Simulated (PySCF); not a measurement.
PySCF job for fluoro(silylmethyl)silane (CH7FSi2), SMILES F[SiH2]C[SiH3], TDA-B3LYP/def2-SVPD. The structure is a stationary point at PBE-D3(BJ)/def2-SVP. The values are those of a single conformer.

```python
import numpy as np
from pyscf import gto, scf, dft, tdscf

mol = gto.M(
    atom='''
    Si   -1.76856187    0.22946220    0.28052560
    C    -0.06848561    1.07806179    0.27704905
    Si    1.36906532   -0.10863729    0.07451840
    F     0.93632781   -1.26594920   -1.01349822
    H    -1.75976312   -0.92944681    1.24046506
    H    -2.83275316    1.20149303    0.71548407
    H    -2.10839374   -0.27453930   -1.09241221
    H    -0.05314464    1.83883625   -0.53217074
    H     0.06210967    1.62114492    1.23868326
    H     1.67068356   -0.79697582    1.37468967
    H     2.59817651    0.57311105   -0.45616544
    ''',
    basis='def2-SVPD',
    charge=0,
    spin=0,
    max_memory=1600,
    verbose=4,
)
mf = dft.RKS(mol, xc='b3lyp').density_fit(auxbasis='def2-universal-jkfit')
mf.grids.level = 3
mf.conv_tol = 1e-9
mf.max_cycle = 100
mf.kernel()
mf.grids = dft.Grids(mol).set(level=1).build(with_non0tab=True)  # coarser grid for the response kernel
td = tdscf.TDA(mf)
td.singlet = True
td.nstates = 10
td.conv_tol = 1e-4
td.positive_eig_threshold = 1e-6
td.kernel(x0=td.get_init_guess(mf, 15))
td.analyze()
tt = tdscf.TDA(mf)
tt.singlet = False
tt.nstates = 4
tt.conv_tol = 1e-4
tt.positive_eig_threshold = 1e-6
tt.kernel(x0=tt.get_init_guess(mf, 9))
tt.analyze(verbose=3)
```

It prints:

```
PySCF version 2.14.0

[INPUT] verbose = 4
[INPUT] num. atoms = 11
[INPUT] num. electrons = 50
[INPUT] charge = 0
[INPUT] spin (= nelec alpha-beta = 2S) = 0
[INPUT] symmetry False subgroup None
[INPUT] Mole.unit = angstrom
[INPUT] Symbol           X                Y                Z      unit          X                Y                Z       unit  Magmom
[INPUT]  1 Si    -1.768561870000   0.229462200000   0.280525600000 AA   -3.342097568649   0.433620713940   0.530116554929 Bohr   0.0
[INPUT]  2 C     -0.068485610000   1.078061790000   0.277049050000 AA   -0.129419046374   2.037241528458   0.523546827571 Bohr   0.0
[INPUT]  3 Si     1.369065320000  -0.108637290000   0.074518400000 AA    2.587158501440  -0.205294725015   0.140819367241 Bohr   0.0
[INPUT]  4 F      0.936327810000  -1.265949200000  -1.013498220000 AA    1.769403123714  -2.392297275612  -1.915234063534 Bohr   0.0
[INPUT]  5 H     -1.759763120000  -0.929446810000   1.240465060000 AA   -3.325470340910  -1.756399918251   2.344139230492 Bohr   0.0
[INPUT]  6 H     -2.832753160000   1.201493030000   0.715484070000 AA   -5.353127650896   2.270492767274   1.352068938789 Bohr   0.0
[INPUT]  7 H     -2.108393740000  -0.274539300000  -1.092412210000 AA   -3.984286731347  -0.518804087430  -2.064359892031 Bohr   0.0
[INPUT]  8 H     -0.053144640000   1.838836250000  -0.532170740000 AA   -0.100428814589   3.474896900422  -1.005656950107 Bohr   0.0
[INPUT]  9 H      0.062109670000   1.621144920000   1.238683260000 AA    0.117370265987   3.063519907030   2.340772116483 Bohr   0.0
[INPUT] 10 H      1.670683560000  -0.796975820000   1.374689670000 AA    3.157134369213  -1.506066027701   2.597786982569 Bohr   0.0
[INPUT] 11 H      2.598176510000   0.573111050000  -0.456165440000 AA    4.909842027178   1.083022923462  -0.862027749092 Bohr   0.0

nuclear repulsion = 221.521055900931
number of shells = 65
number of NR pGTOs = 217
number of NR cGTOs = 147
basis = def2-SVPD
ecp = {}


[settings echo left out]
init E= -720.800972107274
  HOMO = -0.342067111362329  LUMO = -0.0415798520889159  gap/eV = 8.17667
cycle= 1 E= -720.90252383794  delta_E= -0.102  |g|= 0.589  |ddm|= 3.49
  HOMO = -0.266197646629363  LUMO = -0.00299593647361673  gap/eV = 7.16208
cycle= 2 E= -720.802637478056  delta_E= 0.0999  |g|= 0.966  |ddm|= 1.35
  HOMO = -0.316629413426488  LUMO = -0.00942295456637599  gap/eV = 8.35951
cycle= 3 E= -720.969697805308  delta_E= -0.167  |g|= 0.087  |ddm|= 0.794
  HOMO = -0.322379890964879  LUMO = -0.00805596418174348  gap/eV = 8.55319
cycle= 4 E= -720.970962710329  delta_E= -0.00126  |g|= 0.0369  |ddm|= 0.123
  HOMO = -0.319094054971582  LUMO = -0.00746816301362818  gap/eV = 8.47977
cycle= 5 E= -720.971300569257  delta_E= -0.000338  |g|= 0.00632  |ddm|= 0.047
  HOMO = -0.320220461571434  LUMO = -0.00803187449429776  gap/eV = 8.49508
cycle= 6 E= -720.971313574658  delta_E= -1.3e-05  |g|= 0.00092  |ddm|= 0.0114
  HOMO = -0.320088270909878  LUMO = -0.0079261860085067  gap/eV = 8.49436
cycle= 7 E= -720.971313869563  delta_E= -2.95e-07  |g|= 0.000178  |ddm|= 0.00201
  HOMO = -0.320073572807393  LUMO = -0.00792450133816436  gap/eV = 8.49401
cycle= 8 E= -720.971313881223  delta_E= -1.17e-08  |g|= 2.97e-05  |ddm|= 0.000388
  HOMO = -0.320078742522584  LUMO = -0.00792657808839037  gap/eV = 8.49409
cycle= 9 E= -720.971313881502  delta_E= -2.79e-10  |g|= 6e-06  |ddm|= 6.88e-05
  HOMO = -0.320078813178823  LUMO = -0.00792685664215975  gap/eV = 8.49409
Extra cycle  E= -720.971313881502  delta_E= -6.82e-13  |g|= 7.68e-06  |ddm|= 1.72e-05
converged SCF energy = -720.971313881502
tot grids = 40608
Overwritten attributes  positive_eig_threshold  of <class 'pyscf.tdscf.rks.TDA'>


******** <class 'pyscf.tdscf.rks.TDA'> for <class 'pyscf.df.df_jk.DFRKS'> ********
nstates = 10 singlet
deg_eia_thresh = 1.000e-03
wfnsym = None
conv_tol = 0.0001
eigh lindep = 1e-12
eigh level_shift = 0
eigh max_cycle = 100


Excitation energies (eV)
[7.5038637  7.78221583 7.8517693  8.17263554 8.2934164  8.3268805
 8.3942972  8.53214976 8.61205072 8.6380716 ]

** Singlet excitation energies and oscillator strengths **
Excited State   1:      7.50386 eV    165.23 nm  f=0.0655
      25 -> 26        0.69153
Excited State   2:      7.78222 eV    159.32 nm  f=0.0441
      25 -> 27       -0.69415
Excited State   3:      7.85177 eV    157.91 nm  f=0.0079
      22 -> 26        0.22400
      24 -> 26       -0.64893
Excited State   4:      8.17264 eV    151.71 nm  f=0.0075
      22 -> 26        0.11452
      24 -> 26        0.12973
      24 -> 27       -0.66953
Excited State   5:      8.29342 eV    149.50 nm  f=0.0240
      23 -> 26        0.65657
      23 -> 27       -0.21381
Excited State   6:      8.32688 eV    148.90 nm  f=0.0086
      22 -> 26       -0.55336
      23 -> 26       -0.15390
      23 -> 27       -0.30126
      24 -> 26       -0.19253
      24 -> 27       -0.13933
Excited State   7:      8.39430 eV    147.70 nm  f=0.0031
      22 -> 26        0.31701
      23 -> 26       -0.14545
      23 -> 27       -0.56951
      25 -> 29       -0.10164
Excited State   8:      8.53215 eV    145.31 nm  f=0.0137
      22 -> 27        0.54204
      25 -> 28       -0.31665
      25 -> 29        0.25251
Excited State   9:      8.61205 eV    143.97 nm  f=0.0364
      21 -> 26        0.11879
      22 -> 27        0.26420
      25 -> 28        0.59803
      25 -> 29        0.17612
Excited State  10:      8.63807 eV    143.53 nm  f=0.0648
      22 -> 27       -0.16212
      25 -> 29        0.41400
      25 -> 30        0.51864

** Transition electric dipole moments (AU) **
state          X           Y           Z        Dip. S.      Osc.
  1         0.5470     -0.1747     -0.1636      0.3565      0.0655
  2        -0.4786      0.0396      0.0258      0.2313      0.0441
  3        -0.0235     -0.1868      0.0733      0.0408      0.0079
  4        -0.1235     -0.0220     -0.1470      0.0373      0.0075
  5         0.0220      0.0987      0.3288      0.1183      0.0240
  6        -0.0377     -0.1966     -0.0470      0.0423      0.0086
  7        -0.0067      0.0051      0.1219      0.0149      0.0031
  8        -0.2383      0.0808     -0.0449      0.0653      0.0137
  9         0.3983     -0.1173     -0.0071      0.1725      0.0364
 10        -0.5501     -0.0587     -0.0103      0.3062      0.0648

** Transition velocity dipole moments (imaginary part, AU) **
state          X           Y           Z        Dip. S.      Osc.
  1         0.0981     -0.0375     -0.0435      0.0129      0.0312
  2        -0.1063      0.0167      0.0099      0.0117      0.0272
  3        -0.0034     -0.0378      0.0083      0.0015      0.0035
  4        -0.0294     -0.0107     -0.0344      0.0022      0.0048
  5         0.0004      0.0252      0.0887      0.0085      0.0186
  6        -0.0105     -0.0673     -0.0068      0.0047      0.0102
  7        -0.0003      0.0087      0.0036      0.0001      0.0002
  8        -0.0774      0.0385     -0.0189      0.0078      0.0167
  9         0.1184     -0.0517     -0.0048      0.0167      0.0352
 10        -0.1568     -0.0131      0.0071      0.0248      0.0521

** Transition magnetic dipole moments (imaginary part, AU) **
state          X           Y           Z
  1        -0.0842     -0.7004      0.8282
  2        -0.1917      0.1238     -1.5494
  3        -1.1262      0.4629      0.1105
  4        -0.5080     -0.2967      0.1283
  5        -0.0723     -1.1279      0.3073
  6         0.7530     -0.6565     -0.7409
  7         0.6177     -0.2752      0.3728
  8        -0.0021     -1.0057     -0.9154
  9        -0.0470     -0.4545     -0.5322
 10        -0.1767     -0.2659     -0.2771


******** <class 'pyscf.tdscf.rks.TDA'> for <class 'pyscf.df.df_jk.DFRKS'> ********
nstates = 4 triplet
deg_eia_thresh = 1.000e-03
wfnsym = None
conv_tol = 0.0001
eigh lindep = 1e-12
eigh level_shift = 0
eigh max_cycle = 100


Excitation energies (eV)
[7.11701247 7.41987895 7.43765868 7.8186728 ]

** Triplet excitation energies and oscillator strengths **
Excited State   1:      7.11701 eV    174.21 nm  f=0.0000
Excited State   2:      7.41988 eV    167.10 nm  f=0.0000
Excited State   3:      7.43766 eV    166.70 nm  f=0.0000
Excited State   4:      7.81867 eV    158.57 nm  f=0.0000
```

The run converged.

Cost: about 120 core-seconds (a rough figure).
